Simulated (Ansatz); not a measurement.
**Nudged elastic band run: C$_{2}$H$_{5}$BClNO**

The input (input.yaml):

```yaml
crystal:
  periodic: [false, false, false]
  atoms:
    - { symbol: C, position_ang: [0.28351, -1.948182, 0.489707] }
    - { symbol: C, position_ang: [0.487415, -0.628567, 0.562402] }
    - { symbol: Cl, position_ang: [1.671053, -0.007211, 1.732756] }
    - { symbol: B, position_ang: [-0.258985, 0.447932, -0.327983] }
    - { symbol: "N", position_ang: [0.011034, 1.817599, -0.159962] }
    - { symbol: O, position_ang: [-1.15644, -0.055115, -1.23809] }
    - { symbol: H, position_ang: [0.813506, -2.667186, 1.119935] }
    - { symbol: H, position_ang: [-0.445825, -2.326205, -0.231832] }
    - { symbol: H, position_ang: [-0.423173, 2.565166, -0.686319] }
    - { symbol: H, position_ang: [0.685345, 2.130027, 0.528828] }
    - { symbol: H, position_ang: [-1.60204, 0.614642, -1.768741] }
basis:
  gaussian: { orbitals: def2-SVP }
hamiltonian:
  xc: b3lyp
neb:
  order_check: false
  images: 5
  f_tol: 0.05
  max_iterations: 60
  final_atoms:
    - { symbol: C, position_ang: [0.26048863, -1.85659126, 0.30672025] }
    - { symbol: C, position_ang: [0.35388749, -0.54679512, 0.56687685] }
    - { symbol: Cl, position_ang: [1.29767993, -0.03449267, 1.9760146] }
    - { symbol: B, position_ang: [-0.28530263, 0.6145251, -0.31266494] }
    - { symbol: "N", position_ang: [0.19038793, 1.92708897, -0.2037278] }
    - { symbol: O, position_ang: [-1.29328102, 0.34458479, -1.20625971] }
    - { symbol: H, position_ang: [0.73213351, -2.62380975, 0.92615613] }
    - { symbol: H, position_ang: [-0.29619228, -2.19914773, -0.57229166] }
    - { symbol: H, position_ang: [0.93154443, 2.18325893, 0.43517634] }
    - { symbol: H, position_ang: [-0.19114709, 2.68785833, -0.75219215] }
    - { symbol: H, position_ang: [-1.63479888, -0.55357958, -1.14310691] }
  initial_path:
    images:
      - { positions_ang: [[0.28351, -1.948182, 0.489707], [0.487415, -0.628567, 0.562402], [1.671053, -0.007211, 1.732756], [-0.258985, 0.447932, -0.327983], [0.011034, 1.817599, -0.159962], [-1.15644, -0.055115, -1.23809], [0.813506, -2.667186, 1.119935], [-0.445825, -2.326205, -0.231832], [-0.423173, 2.565166, -0.686319], [0.685345, 2.130027, 0.528828], [-1.60204, 0.614642, -1.768741]] }
      - { positions_ang: [[0.29005677, -1.94387917, 0.45380028], [0.49555767, -0.61539958, 0.55063772], [1.6542375, -0.03097824, 1.7408519], [-0.20735658, 0.46920106, -0.34486789], [0.05264247, 1.87028372, -0.17569725], [-1.14545038, 0.00238821, -1.29840291], [0.79891172, -2.65235835, 1.08277812], [-0.4305132, -2.29273136, -0.28432733], [0.03836666, 2.46505676, -0.71579615], [0.25954618, 2.22707742, 0.50723847], [-1.74059883, 0.44423953, -1.49551395]] }
      - { positions_ang: [[0.29660354, -1.93957633, 0.41789355], [0.50370034, -0.60223216, 0.53887343], [1.637422, -0.05474548, 1.74894781], [-0.15572815, 0.49047013, -0.36175279], [0.09425094, 1.92296844, -0.19143251], [-1.13446076, 0.05989142, -1.35871581], [0.78431745, -2.63753069, 1.04562124], [-0.41520139, -2.25925772, -0.33682266], [0.49990633, 2.36494751, -0.7452733], [-0.16625264, 2.32412784, 0.48564894], [-1.87915765, 0.27383705, -1.2222869]] }
      - { positions_ang: [[0.30315032, -1.9352735, 0.38198683], [0.51184301, -0.58906473, 0.52710915], [1.6206065, -0.07851272, 1.75704371], [-0.10409973, 0.51173919, -0.37863768], [0.13585942, 1.97565315, -0.20716776], [-1.12347114, 0.11739463, -1.41902872], [0.76972317, -2.62270304, 1.00846436], [-0.39988959, -2.22578408, -0.38931799], [0.96144599, 2.26483827, -0.77475046], [-0.59205146, 2.42117826, 0.46405941], [-2.01771648, 0.10343458, -0.94905985]] }
      - { positions_ang: [[0.28892975, -1.90904609, 0.35689797], [0.45919117, -0.57497486, 0.54036505], [1.51296431, -0.06383937, 1.830034], [-0.16450069, 0.54600116, -0.35664677], [0.15403559, 1.95946509, -0.20602111], [-1.18007444, 0.19312468, -1.34810572], [0.75719328, -2.62307194, 0.98102828], [-0.36532382, -2.2169053, -0.45030921], [0.9514788, 2.23764515, -0.37144153], [-0.45841667, 2.51007161, 0.05864222], [-1.89007728, -0.11557014, -1.0137422]] }
      - { positions_ang: [[0.27470919, -1.88281868, 0.33180911], [0.40653933, -0.56088499, 0.55362095], [1.40532212, -0.04916602, 1.9030243], [-0.22490166, 0.58026313, -0.33465586], [0.17221176, 1.94327703, -0.20487445], [-1.23667773, 0.26885474, -1.27718271], [0.74466339, -2.62344085, 0.9535922], [-0.33075805, -2.20802651, -0.51130044], [0.94151162, 2.21045204, 0.03186741], [-0.32478188, 2.59896497, -0.34677496], [-1.76243808, -0.33457486, -1.07842455]] }
      - { positions_ang: [[0.26048863, -1.85659126, 0.30672025], [0.35388749, -0.54679512, 0.56687685], [1.29767993, -0.03449267, 1.9760146], [-0.28530263, 0.6145251, -0.31266494], [0.19038793, 1.92708897, -0.2037278], [-1.29328102, 0.34458479, -1.20625971], [0.73213351, -2.62380975, 0.92615613], [-0.29619228, -2.19914773, -0.57229166], [0.93154443, 2.18325893, 0.43517634], [-0.19114709, 2.68785833, -0.75219215], [-1.63479888, -0.55357958, -1.14310691]] }
```

Command:

```bash
$ ansatz run input.yaml --threads 2 --pin off --max-ram 3072MiB --backend cpu --events-out ev --progress --plain --runs-dir out
```

Output, in part (warnings, iteration lines, the closing report on the highest movable image, with atoms numbered from 0):

```
NEB end point (image 0): max|allowed force component| = 8.975e-3 eV/Å (the criterion of neb.relax_end_points is 1.000e-2)
NEB end point (image 6): max|allowed force component| = 1.341e-2 eV/Å (the criterion of neb.relax_end_points is 1.000e-2)
NEB iter   1: max|band force component| = 2.203e1 eV/Å  barrier→ = 5.4982 eV  barrier← = 5.5007 eV  Δτ_max = 0.1982 Å  (198 SCF iters)
NEB iter   2: max|band force component| = 2.735e0 eV/Å  barrier→ = 1.7819 eV  barrier← = 1.7844 eV  Δτ_max = 0.1986 Å  (175 SCF iters)
NEB iter   3: max|band force component| = 2.539e0 eV/Å  barrier→ = 1.8207 eV  barrier← = 1.8231 eV  Δτ_max = 0.1110 Å  (158 SCF iters)
NEB iter   4: max|band force component| = 8.861e-1 eV/Å  barrier→ = 1.2942 eV  barrier← = 1.2966 eV  Δτ_max = 0.1907 Å  (153 SCF iters)
NEB iter   5: max|band force component| = 1.078e0 eV/Å  barrier→ = 1.0759 eV  barrier← = 1.0784 eV  Δτ_max = 0.1016 Å  (154 SCF iters)
NEB iter   6: max|band force component| = 9.803e-1 eV/Å  barrier→ = 0.8888 eV  barrier← = 0.8912 eV  Δτ_max = 0.1011 Å  (153 SCF iters)
NEB iter   7: max|band force component| = 7.914e-1 eV/Å  barrier→ = 0.7580 eV  barrier← = 0.7604 eV  Δτ_max = 0.1009 Å  (155 SCF iters)
NEB iter   8: max|band force component| = 7.812e-1 eV/Å  barrier→ = 0.6381 eV  barrier← = 0.6405 eV  Δτ_max = 0.1007 Å  (152 SCF iters)
NEB iter   9: max|band force component| = 6.847e-1 eV/Å  barrier→ = 0.6200 eV  barrier← = 0.6225 eV  Δτ_max = 0.2000 Å  (154 SCF iters)
NEB iter  10: max|band force component| = 5.884e-1 eV/Å  barrier→ = 0.6381 eV  barrier← = 0.6405 eV  Δτ_max = 0.1979 Å  (149 SCF iters)
NEB iter  11: max|band force component| = 6.476e-1 eV/Å  barrier→ = 0.6503 eV  barrier← = 0.6527 eV  Δτ_max = 0.1005 Å  (150 SCF iters)
NEB iter  12: max|band force component| = 4.925e-1 eV/Å  barrier→ = 0.6478 eV  barrier← = 0.6502 eV  CI = image 2  Δτ_max = 0.0997 Å  (152 SCF iters)
NEB iter  13: max|band force component| = 2.444e-1 eV/Å  barrier→ = 0.6453 eV  barrier← = 0.6477 eV  CI = image 2  Δτ_max = 0.0997 Å  (155 SCF iters)
NEB iter  14: max|band force component| = 2.402e-1 eV/Å  barrier→ = 0.6449 eV  barrier← = 0.6473 eV  CI = image 2  Δτ_max = 0.1000 Å  (142 SCF iters)
NEB iter  15: max|band force component| = 1.871e-1 eV/Å  barrier→ = 0.6447 eV  barrier← = 0.6471 eV  CI = image 2  Δτ_max = 0.0999 Å  (142 SCF iters)
NEB iter  16: max|band force component| = 1.803e-1 eV/Å  barrier→ = 0.6446 eV  barrier← = 0.6471 eV  CI = image 2  Δτ_max = 0.0998 Å  (141 SCF iters)
NEB iter  17: max|band force component| = 2.342e-1 eV/Å  barrier→ = 0.6446 eV  barrier← = 0.6470 eV  CI = image 2  Δτ_max = 0.0997 Å  (142 SCF iters)
NEB iter  18: max|band force component| = 2.065e-1 eV/Å  barrier→ = 0.6446 eV  barrier← = 0.6470 eV  CI = image 2  Δτ_max = 0.0999 Å  (143 SCF iters)
NEB iter  19: max|band force component| = 1.648e-1 eV/Å  barrier→ = 0.6445 eV  barrier← = 0.6470 eV  CI = image 2  Δτ_max = 0.1003 Å  (144 SCF iters)
NEB iter  20: max|band force component| = 1.345e-1 eV/Å  barrier→ = 0.6445 eV  barrier← = 0.6469 eV  CI = image 2  Δτ_max = 0.0991 Å  (143 SCF iters)
NEB iter  21: max|band force component| = 1.344e-1 eV/Å  barrier→ = 0.6445 eV  barrier← = 0.6469 eV  CI = image 2  Δτ_max = 0.0149 Å  (136 SCF iters)
NEB iter  22: max|band force component| = 8.320e-2 eV/Å  barrier→ = 0.6445 eV  barrier← = 0.6469 eV  CI = image 2  Δτ_max = 0.0175 Å  (117 SCF iters)
NEB iter  23: max|band force component| = 3.410e-2 eV/Å  barrier→ = 0.6445 eV  barrier← = 0.6469 eV  CI = image 2  Δτ_max = 0.0000 Å  (271 SCF iters)
Total energy: -18885.01444409 eV, -694.0114800976 hartree
Atom 0 at     0.328155    -1.923698     0.449370 Å, force     0.000750    -0.000377    -0.000474 eV/Å
Atom 1 at     0.504131    -0.596442     0.492541 Å, force    -0.000999     0.000366    -0.000312 eV/Å
Atom 2 at     1.761595     0.071972     1.548432 Å, force     0.000299     0.000103     0.000201 eV/Å
Atom 3 at    -0.338677     0.453865    -0.342090 Å, force     0.000922     0.001338     0.000720 eV/Å
Atom 4 at    -0.159575     1.909342    -0.305671 Å, force     0.001204    -0.000051     0.001357 eV/Å
Atom 5 at    -1.295748    -0.075643    -1.145253 Å, force    -0.001064    -0.001784    -0.000825 eV/Å
Atom 6 at     0.928058    -2.622305     1.039117 Å, force    -0.000307    -0.000007     0.000285 eV/Å
Atom 7 at    -0.449072    -2.329563    -0.203948 Å, force    -0.000095     0.000048     0.000112 eV/Å
Atom 8 at     0.802375     2.158524    -0.550490 Å, force    -0.000996    -0.000153    -0.000678 eV/Å
Atom 9 at    -0.260194     2.259208     0.650801 Å, force    -0.000246    -0.000279    -0.000615 eV/Å
Atom 10 at    -1.755648     0.637640    -1.612109 Å, force     0.000532     0.000796     0.000229 eV/Å
Dipole moment:    -0.104286     0.090453    -0.099796 e Å
```

The forces met the threshold. The profile has 2 maxima (images 2, 4) with wells between them (image 3): this band takes more than one step, which may be the mechanism or a detour left from its start path. A vibrational analysis at the climbing image gives one clearly imaginary mode, 395i cm⁻¹: a first-order saddle point.

Final band (atoms are numbered from 1 in the order of the input):

```csv
image,path coordinate (Å),energy (eV),height of N5 over the plane of its neighbours (Å)
0,0.00,0.00,0.00
1,0.92,0.33,-0.25
2,1.84,0.64,-0.40
3,3.41,0.01,-0.03
4,4.97,0.09,0.00
5,6.54,0.00,0.00
6,8.10,0.00,0.00
```

Run time: 4.8 min on 2 threads of Arm Neoverse V2, on a shared host, peak memory 0.27 GiB.
